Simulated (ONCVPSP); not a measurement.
## Reading a pseudo-wave (W (Z = 74))

Columns: radius, all-electron u(r) and pseudo u(r) of the 5d shell (level -7.98 eV) of tungsten in the configuration [Kr] 4d10 4f14 5s2 5p6 5d4 6s1.5; PBE, scalar-relativistic, ONCV scheme, ONCVPSP 4.0.1.

```tsv
r (bohr)	all-electron	pseudo
0.128	0.2111	0.0023
0.255	-0.1379	0.0177
0.382	-0.3307	0.0560
0.510	-0.2211	0.1225
0.638	0.0109	0.2153
0.765	0.2440	0.3258
0.893	0.4368	0.4441
1.020	0.5765	0.5554
1.148	0.6697	0.6502
1.275	0.7239	0.7192
1.402	0.7488	0.7603
1.530	0.7523	0.7743
1.658	0.7407	0.7654
1.785	0.7191	0.7402
1.912	0.6909	0.7053
2.040	0.6585	0.6661
2.168	0.6240	0.6269
2.295	0.5888	0.5894
2.422	0.5536	0.5536
2.550	0.5187	0.5186
2.678	0.4847	0.4847
2.805	0.4523	0.4523
2.932	0.4212	0.4212
3.060	0.3914	0.3914
3.188	0.3631	0.3631
3.315	0.3366	0.3366
```

(1) How many radial nodes do the two functions have?

(2) At about which radius was the pseudo-wave matched?

(3) Where does each function peak?

(4) Is the pseudo-wave norm-conserving?

## Answers

(1) The all-electron 5d function has n − l − 1 = 2; the pseudo-wave has 0, since the states of the same l below it are removed with the core.

(2) 2.55 bohr. The columns agree to 0.0005 from 2.42 bohr on; several derivatives are matched, so the curves merge somewhat inside the radius.

(3) Outermost all-electron maximum near 1.53 bohr, pseudo maximum near 1.53 bohr (to the table’s step).

(4) Yes: the ONCV scheme keeps the norm inside the radius equal to the all-electron one, which fixes the energy derivative of the logarithmic derivative at the level.
